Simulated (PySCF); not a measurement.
C₆H₁₅OP.
SMILES with atom numbers: `[CH3:1][CH2:2][C@@H:3]([CH3:4])[P@H:5](=[O:6])[CH2:7][CH3:8]` (hydrogens: H9, H10, H11 on C1; H12, H13 on C2; H14 on C3; H15, H16, H17 on C4; H18 on P5; H19, H20 on C7; H21, H22, H23 on C8)

Cartesian coordinates in Å at the PBE0-D3(BJ)/def2-SVP level; atoms count from 1:
```
atom  x, y, z in Å
C1    -2.914    0.862    0.157
C2    -2.425   -0.415    0.822
C3    -1.022   -0.343    1.435
C4    -0.628   -1.678    2.062
P5     0.177    0.139    0.130
O6     0.014   -0.626   -1.150
C7     1.851    0.054    0.844
C8     2.896    0.520   -0.160
H9    -2.336    1.084   -0.753
H10   -2.843    1.731    0.832
H11   -3.967    0.763   -0.147
H12   -3.123   -0.714    1.624
H13   -2.427   -1.232    0.082
H14   -0.994    0.457    2.199
H15   -0.512   -2.450    1.285
H16   -1.412   -2.018    2.756
H17    0.312   -1.616    2.629
H18   -0.011    1.555    0.024
H19    1.871    0.647    1.775
H20    2.024   -0.999    1.122
H21    2.804   -0.052   -1.095
H22    2.772    1.586   -0.407
H23    3.915    0.384    0.233
```

All values: PBE0/pcSseg-1 (PySCF, non-relativistic), on one gas-phase PBE0-D3(BJ)/def2-SVP geometry that isn't relaxed in the solvent. The solvent is an IEF-PCM continuum (Bondi radii, 1.10 Å for H, scaled by 1.2). Only the electrostatic response of the medium enters.

Gas phase at PBE0/pcSseg-1: HOMO -7.37 eV, LUMO 0.96 eV, dipole 3.86 D.

**Question.** What does the continuum do to the energy, the frontier levels and the dipole at PBE0/pcSseg-1 in chloroform?

**Answer.** 
| solvent | ε | E(solvent) − E(gas) (kcal/mol) | polarisation term (kcal/mol) | distortion of the solute (kcal/mol) | HOMO (eV) | LUMO (eV) | dipole (D) |
| --- | --- | --- | --- | --- | --- | --- | --- |
| chloroform | 4.711 | -6.32 | -7.31 | 0.99 | -7.52 | 1.17 | 4.92 |

The polarisation term is half the interaction of the solute with the surface charges that it induces; the rest is the cost of distorting the solute's density. The sum is the electrostatic part of solvation alone.

**Question.** Which radius a makes the point-dipole formula ΔE = −[(ε − 1)/(2ε + 1)]·μ²/a³ give the value in chloroform, with the gas-phase dipole?

**Answer.** μ = 1.517 au and |ΔE| = 0.01007 Eh give a = 2.29 Å; the farthest nucleus lies 4.23 Å from the centroid of the nuclei, so such a sphere wouldn't even hold the nuclei. The formula assumes a rigid point dipole at the centre of a sphere.

**Question.** Give the dipole vector in the frame of the coordinates (D, pointing from negative to positive charge), gas and chloroform.

**Answer.** Gas (0.44, 1.28, 3.61), solvent (0.56, 1.72, 4.57). Its length changes by +27 % and its direction by 1°.

**Question.** Which ESP-fitted charges (PBE0/pcSseg-1) respond most in chloroform (means over atoms taken as equivalent)?

**Answer.** 
| atoms | environment | gas (e) | solvent (e) | change |
| --- | --- | --- | --- | --- |
| O6 | phosphoryl oxygen | -0.607 | -0.678 | -0.071 |
| P5 | phosphoryl phosphorus | +0.619 | +0.645 | +0.026 |
| H18 | P–H hydrogen | -0.064 | -0.050 | +0.014 |
| C4 | methyl carbon | -0.410 | -0.422 | -0.012 |
| H19 | methylene hydrogen | +0.015 | +0.027 | +0.012 |
| C7 | sp3 carbon bound to phosphorus | -0.022 | -0.011 | +0.011 |

**Question.** How do the nuclear quadrupole coupling constants eQVzz/h respond in chloroform?

**Answer.** 
| nucleus | Q (barn) | gas (MHz) | solvent (MHz) | η gas | η solvent |
| --- | --- | --- | --- | --- | --- |
| 17O at O6 | -0.0256 | -5.89 | -5.83 | 0.08 | 0.07 |

Time: 38 s of wall time; peak memory 1.2 GiB. Hardware: an Arm Neoverse V2 with one thread, shared host with 96 logical CPUs at a one-minute load of 44. This is the whole shielding run at PBE0/pcSseg-1 in chloroform, SCF included.
